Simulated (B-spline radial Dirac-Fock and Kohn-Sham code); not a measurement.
# Magnetic form factor of the 3d shell of V

System: atomic vanadium, [Ar] 3d3 4s1 4p1 (an excited configuration).

The computed values come from a B-spline atomic structure program: Dirac-Fock densities. ⟨j_K⟩ is the integral of the 3d radial density with the spherical Bessel function j_K(4πsr), s = sin θ/λ.

```
s (Å⁻¹)     ⟨j0⟩    ⟨j2⟩    ⟨j4⟩
      0   1.0000  0.0000  0.0000
   0.08   0.8983  0.0393  0.0010
    0.1   0.8475  0.0579  0.0022
   0.12   0.7909  0.0776  0.0042
   0.14   0.7308  0.0974  0.0070
   0.17   0.6381  0.1253  0.0129
   0.21   0.5183  0.1559  0.0232
   0.25   0.4101  0.1768  0.0352
    0.3   0.2967  0.1895  0.0506
   0.36   0.1930  0.1890  0.0669
   0.44   0.1007  0.1718  0.0820
   0.53   0.0411  0.1431  0.0893
   0.63   0.0079  0.1104  0.0885
   0.76  -0.0085  0.0749  0.0794
   0.92  -0.0118  0.0444  0.0637
   1.11  -0.0090  0.0230  0.0459
   1.34  -0.0051  0.0101  0.0295
```

Radial moments of the shell: ⟨r²⟩ = 2.333, ⟨r⁴⟩ = 13.43, ⟨r⁶⟩ = 156.6 in powers of bohr.
